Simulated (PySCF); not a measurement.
All of these have the formula C6H6OSi. Method used: PySCF 2.14.0, density-fitted response routines, TDDFT CAM-B3LYP/def2-SVPD, vertical, gas phase, core orbitals frozen in the response. Geometries: GFN2-xTB; one conformer of each isolated species. Triplets are in the Tamm–Dancoff approximation.

A. `O=CC#CC1=CC[SiH2]1`
B. `CC#C[Si@@H]1C=CC1=O`
C. `C[SiH2]C#CC#CC=O`

Lowest singlet levels (six at most, fewer where fewer were computed) with oscillator strengths:

1. 3.23 eV (f 0.002); 5.34 eV (f 0.032); 5.40 eV (f 0.005); 5.72 eV (f 0.038); 5.92 eV (f 0.010); 6.03 eV (f 0.021); T1 2.74 eV
2. 3.60 eV (f 0.000); 3.71 eV (f 0.000); 4.26 eV (f 0.091); 4.75 eV (f 0.000); 6.12 eV (f 0.008); 6.32 eV (f 1.149); T1 3.08 eV
3. 3.88 eV (f 0.000); 4.14 eV (f 0.012); 4.93 eV (f 0.040); 5.32 eV (f 0.026); 6.09 eV (f 0.932); 6.25 eV (f 0.022); T1 3.26 eV

Task: Which spectrum belongs to which structure?

Result: 1 = B, 2 = C, 3 = A.
- A: S1 at 3.88 eV, HOMO-2→LUMO (84%); Löwdin shares by element: HOMO carbon 80% or more (atoms not listed hold the other 20%); LUMO carbon 53% or more, oxygen 22% (atoms not listed hold the other 25%); HOMO -8.53 and LUMO -0.90 eV.
- B: S1 at 3.23 eV, HOMO→LUMO (91%); Löwdin shares by element: HOMO oxygen 44%, carbon 28% or more, silicon 12% (atoms not listed hold the other 17%); LUMO carbon 66% or more, oxygen 19%; HOMO -7.97 and LUMO -0.56 eV.
- C: S1 at 3.60 eV, HOMO→LUMO (92%); Löwdin shares by element: HOMO carbon 86% or more; LUMO carbon 49% or more, oxygen 20% (atoms not listed hold the other 31%); HOMO -9.09 and LUMO -1.71 eV.
